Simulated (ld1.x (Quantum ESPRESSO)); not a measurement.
# Pseudopotential generation for cobalt (Co): PAW, PBE, scalar-relativistic.

ld1.x (Quantum ESPRESSO) 7.5 was run on this input:

```
&input
   title='Co', zed=27., rel=1, dft='PBE', iswitch=3,
   config='[Ar] 3d7 4s1.5 4p0',
   nld=3, rlderiv=3.35, eminld=-3.0, emaxld=5.0, deld=0.02
 /
 &inputp
   pseudotype=3, lpaw=.true., tm=.true., lloc=-1, rcloc=1.40,
   nlcc=.true., new_core_ps=.true., rcore=0.85,
   which_augfun='PSQ', rmatch_augfun_nc=.true.,
   file_pseudopw='Co.UPF', file_wfcaegen='ae.wfc', file_wfcncgen='nc.wfc', file_beta='beta', file_chi='chi', file_wfcusgen='us.wfc'
 /
6
4S  1  0   1.50   0.00  2.00  2.50  0.0
4S  1  0   0.00   0.30  2.00  2.50  0.0
4P  2  1   0.00   0.00  2.75  3.10  0.0
4P  2  1   0.00   3.65  2.75  3.10  0.0
3D  3  2   7.00   0.00  0.75  0.90  0.0
3D  3  2   0.00  -0.20  0.75  0.90  0.0
 &test
   configts(1)='3d7 4s1.5 4p0'
 /
```

Command:

```bash
ld1.x < Co.in > Co.out
```

Resulting log (shortened: banner, matrices, multipoles, cross overlaps and the repeated all-electron block are left out):

```
Program LD1 v.7.5
     --------------------------- All-electron run ----------------------------

     Co
     scalar relativistic calculation

     atomic number is 27.00
     dft =PBE   lsd =0 sic =0 latt =0  beta=0.20 tr2=1.0E-14
     Exchange-correlation= PBE
                           (   1   4   3   4   0   0   0)
     mesh =1193 r(mesh) =  99.89935 a.u. xmin = -7.00 dx = 0.01250
     1 Ry =  13.60569312 eV, c = 137.03599908

     n l     nl                  e(Ry)          e(Ha)          e(eV)
     1 0     1S 1( 2.00)      -558.3936      -279.1968     -7597.3314
     2 0     2S 1( 2.00)       -66.3803       -33.1901      -903.1498
     2 1     2P 1( 6.00)       -56.8949       -28.4475      -774.0949
     3 0     3S 1( 2.00)        -7.8360        -3.9180      -106.6148
     3 1     3P 1( 6.00)        -5.1342        -2.5671       -69.8541
     3 2     3D 1( 7.00)        -0.9107        -0.4554       -12.3909
     4 0     4S 1( 1.50)        -0.6607        -0.3303        -8.9888
     4 1     4P 1( 0.00)        -0.3091        -0.1545        -4.2050

     final scf error:  7.5E-15 reached in  27 iterations

     Etot =   -2786.030079 Ry,   -1393.015039 Ha,  -37905.870282 eV

     Ekin =    2822.016736 Ry,    1411.008368 Ha,   38395.493698 eV
     Encl =   -6666.177656 Ry,   -3333.088828 Ha,  -90697.967496 eV
     Eh   =    1176.570388 Ry,     588.285194 Ha,   16008.055631 eV
     Exc  =    -118.439546 Ry,     -59.219773 Ha,   -1611.452115 eV

     normalization and overlap integrals

     s(1S/1S) =  1.000000  <r> =   0.0562  <r2> =    0.0042  r(max) =   0.0366
     s(2S/2S) =  1.000000  <r> =   0.2555  <r2> =    0.0770  r(max) =   0.2131
     s(2P/2P) =  1.000000  <r> =   0.2250  <r2> =    0.0622  r(max) =   0.1723
     s(3S/3S) =  1.000000  <r> =   0.7738  <r2> =    0.6917  r(max) =   0.6648
     s(3P/3P) =  1.000000  <r> =   0.8163  <r2> =    0.7868  r(max) =   0.6816
     s(3D/3D) =  1.000000  <r> =   1.0597  <r2> =    1.5069  r(max) =   0.6648
     s(4S/4S) =  1.000000  <r> =   2.7438  <r2> =    8.7028  r(max) =   2.2629
     s(4P/4P) =  1.000000  <r> =   3.7233  <r2> =   16.2768  r(max) =   2.9422

     ------------------------ End of All-electron run ------------------------

     --------------------- Generating PAW atomic setup --------------------

      Generating local potential from pseudized AE potential:
      Matching radius rcloc =   1.4000

      Local pseudo, rcloc= 1.390 Estimated cut-off energy=    12.68 Ry

      Computing core charge for nlcc:

       r > 0.85 : true rho core
      Core charge pseudized with two Bessel functions
      Integrated core pseudo-charge :  10.29
      Wfc-us  4S rcutus= 2.470  Estimated cut-off energy=     7.48 Ry
      Wfc-us  4S rcutus= 2.470  Estimated cut-off energy=     9.60 Ry
      Wfc-us  4P rcutus= 3.093  Estimated cut-off energy=     7.88 Ry
      Wfc-us  4P rcutus= 3.093  Estimated cut-off energy=     8.48 Ry
      Wfc-us  3D rcutus= 0.909  Estimated cut-off energy=   136.91 Ry
      Wfc-us  3D rcutus= 0.909  Estimated cut-off energy=   139.27 Ry

     Required augmentation: PSQ   radius:    3.100000

     Q pseudized with Bessel functions
     Expected ecutrho=     822.1620 due to l1=  2   l2=  2

     Estimated PAW energy = -161.194766 Ryd

     ------------------- End of pseudopotential generation -------------------

     Computing logarithmic derivative in   3.35494
     Computing logarithmic derivative in   3.35494
     Computing the partial wave expansion
     R is outside the sphere for l=    0 j= 0.00
     R is outside the sphere for l=    0 j= 0.00
     R is outside the sphere for l=    1 j= 0.00
     R is outside the sphere for l=    1 j= 0.00
     R is outside the sphere for l=    2 j= 0.00
     R is outside the sphere for l=    2 j= 0.00

     ---------------------- Testing the pseudopotential ----------------------

     Co
     scalar relativistic calculation

     atomic number is 27.00   valence charge is  9.00
     dft = SLA  PW   PBX  PBC   lsd =0 sic =0 latt =0  beta=0.20 tr2=1.0E-14
     mesh =1193 r(mesh) =  99.89935 xmin = -7.00 dx = 0.01250

     n l     nl             e AE (Ry)        e PS (Ry)    De AE-PS (Ry)
     3 2     3D   1( 7.00)       -0.91071       -0.91072        0.00001
     1 0     4S   1( 1.50)       -0.66067       -0.66067        0.00000
     2 1     4P   1( 0.00)       -0.30907       -0.30907        0.00000

     eps = 4.1E-15  iter =  6

     Etot =   -2786.030079 Ry,   -1393.015039 Ha,  -37905.870282 eV
     Etotps =  -161.194795 Ry,     -80.597398 Ha,   -2193.166916 eV

     Ekin =     116.674577 Ry,      58.337288 Ha,    1587.438486 eV
     Encl =    -212.511632 Ry,    -106.255816 Ha,   -2891.368048 eV
     Ehrt =      53.081792 Ry,      26.540896 Ha,     722.214571 eV
     Ecxc =    -118.439532 Ry,     -59.219766 Ha,   -1611.451925 eV
     (Ecc =     -21.301270 Ry,     -10.650635 Ha,    -289.818541 eV)

     ---------------------- End of pseudopotential test ----------------------
```

Note: ghost state, extra bound levels that the all-electron valence spectrum of the same l lacks: s at -25.4 eV. A true bound ghost makes a file unfit for plane-wave use.

Generation and configuration tests took about 1.6 s on one core of a shared server CPU.

Transferability test of the new file with ld1.x, input:

```
&input
   title='Co', zed=27., rel=1, dft='PBE', iswitch=2,
   config='[Ar] 3d7 4s1.5 4p0'
 /
 &test
   file_pseudo='Co.UPF', nconf=8,
   configts(1)='3d7 4s1.5 4p0',
   configts(2)='3d7 4s2 4p0',
   configts(3)='3d7 4s1 4p0',
   configts(4)='3d7 4s0 4p0',
   configts(5)='3d8 4s0 4p0',
   configts(6)='3d8 4s1 4p0',
   configts(7)='3d6 4s2 4p1',
   configts(8)='3d7 4s0 4p2'
 /
```

```bash
ld1.x < Co.test.in > Co.test.out
```

Pseudopotential blocks of its output, shortened (energy terms left out):

```
     ---------------------- Testing the pseudopotential ----------------------

     n l     nl             e AE (Ry)        e PS (Ry)    De AE-PS (Ry)
     3 2     3D   1( 7.00)       -0.91071       -0.91072        0.00001
     1 0     4S   1( 1.50)       -0.66067       -0.66067        0.00000
     2 1     4P   1( 0.00)       -0.30907       -0.30907        0.00000

     eps = 4.1E-15  iter =  6

     Etot =   -2786.030079 Ry,   -1393.015039 Ha,  -37905.870282 eV
     Etotps =  -161.194795 Ry,     -80.597398 Ha,   -2193.166916 eV

     ---------------------- End of pseudopotential test ----------------------

          ---------------------- Testing the pseudopotential ----------------------

     n l     nl             e AE (Ry)        e PS (Ry)    De AE-PS (Ry)
     3 2     3D   1( 7.00)       -0.60298       -0.60354        0.00056
     1 0     4S   1( 2.00)       -0.40202       -0.40186       -0.00016
     2 1     4P   1( 0.00)       -0.09383       -0.09378       -0.00005

     eps = 8.7E-16  iter = 16

     Etot =   -2786.294851 Ry,   -1393.147426 Ha,  -37909.472698 eV
     Etotps =  -161.459546 Ry,     -80.729773 Ha,   -2196.769038 eV
     dEtot_ae =      -0.264773 Ry
     dEtot_ps =      -0.264751 Ry,   Delta E=      -0.000022 Ry

     ---------------------- End of pseudopotential test ----------------------

          ---------------------- Testing the pseudopotential ----------------------

     n l     nl             e AE (Ry)        e PS (Ry)    De AE-PS (Ry)
     3 2     3D   1( 7.00)       -1.24646       -1.24602       -0.00044
     1 0     4S   1( 1.00)       -0.93803       -0.93824        0.00021
     2 1     4P   1( 0.00)       -0.54886       -0.54907        0.00021

     eps = 7.6E-15  iter = 16

     Etot =   -2785.631149 Ry,   -1392.815574 Ha,  -37900.442564 eV
     Etotps =  -160.795778 Ry,     -80.397889 Ha,   -2187.738007 eV
     dEtot_ae =       0.398930 Ry
     dEtot_ps =       0.399017 Ry,   Delta E=      -0.000087 Ry

     ---------------------- End of pseudopotential test ----------------------

          ---------------------- Testing the pseudopotential ----------------------

     n l     nl             e AE (Ry)        e PS (Ry)    De AE-PS (Ry)
     3 2     3D   1( 7.00)       -1.98916       -1.98853       -0.00063
     1 0     4S   1( 0.00)       -1.53869       -1.53888        0.00019
     2 1     4P   1( 0.00)       -1.07841       -1.07929        0.00088

     eps = 3.0E-17  iter = 12

     Etot =   -2784.397424 Ry,   -1392.198712 Ha,  -37883.656885 eV
     Etotps =  -159.561642 Ry,     -79.780821 Ha,   -2170.946734 eV
     dEtot_ae =       1.632655 Ry
     dEtot_ps =       1.633153 Ry,   Delta E=      -0.000499 Ry

     ---------------------- End of pseudopotential test ----------------------

          ---------------------- Testing the pseudopotential ----------------------

     n l     nl             e AE (Ry)        e PS (Ry)    De AE-PS (Ry)
     3 2     3D   1( 8.00)       -0.89978       -0.89213       -0.00765  !
     1 0     4S   1( 0.00)       -0.82023       -0.82339        0.00315
     2 1     4P   1( 0.00)       -0.46842       -0.47120        0.00278

     eps = 3.1E-15  iter = 18

     Etot =   -2785.819239 Ry,   -1392.909620 Ha,  -37903.001666 eV
     Etotps =  -160.977036 Ry,     -80.488518 Ha,   -2190.204156 eV
     dEtot_ae =       0.210839 Ry
     dEtot_ps =       0.217759 Ry,   Delta E=      -0.006919 Ry

     ---------------------- End of pseudopotential test ----------------------

          ---------------------- Testing the pseudopotential ----------------------

     n l     nl             e AE (Ry)        e PS (Ry)    De AE-PS (Ry)
     3 2     3D   1( 8.00)       -0.31141       -0.30675       -0.00466
     1 0     4S   1( 1.00)       -0.32150       -0.32365        0.00214
     2 1     4P   1( 0.00)       -0.05948       -0.06059        0.00112

     eps = 7.5E-15  iter = 18

     Etot =   -2786.383253 Ry,   -1393.191627 Ha,  -37910.675469 eV
     Etotps =  -161.543773 Ry,     -80.771886 Ha,   -2197.915000 eV
     dEtot_ae =      -0.353175 Ry
     dEtot_ps =      -0.348978 Ry,   Delta E=      -0.004197 Ry

     ---------------------- End of pseudopotential test ----------------------

          ---------------------- Testing the pseudopotential ----------------------

     n l     nl             e AE (Ry)        e PS (Ry)    De AE-PS (Ry)
     3 2     3D   1( 6.00)       -1.11526       -1.15131        0.03605  !
     1 0     4S   1( 2.00)       -0.57203       -0.57043       -0.00159
     2 1     4P   1( 1.00)       -0.19286       -0.19287        0.00001

     eps = 8.7E-16  iter = 18

     Etot =   -2785.584838 Ry,   -1392.792419 Ha,  -37899.812478 eV
     Etotps =  -160.735072 Ry,     -80.367536 Ha,   -2186.912062 eV
     dEtot_ae =       0.445240 Ry
     dEtot_ps =       0.459723 Ry,   Delta E=      -0.014483 Ry

     ---------------------- End of pseudopotential test ----------------------

          ---------------------- Testing the pseudopotential ----------------------

     n l     nl             e AE (Ry)        e PS (Ry)    De AE-PS (Ry)
     3 2     3D   1( 7.00)       -0.84920       -0.84965        0.00045
     1 0     4S   1( 0.00)       -0.55385       -0.55392        0.00008
     2 1     4P   1( 2.00)       -0.20516       -0.20522        0.00006

     eps = 4.5E-15  iter = 20

     Etot =   -2785.634942 Ry,   -1392.817471 Ha,  -37900.494175 eV
     Etotps =  -160.799638 Ry,     -80.399819 Ha,   -2187.790524 eV
     dEtot_ae =       0.395137 Ry
     dEtot_ps =       0.395158 Ry,   Delta E=      -0.000021 Ry

     ---------------------- End of pseudopotential test ----------------------
```
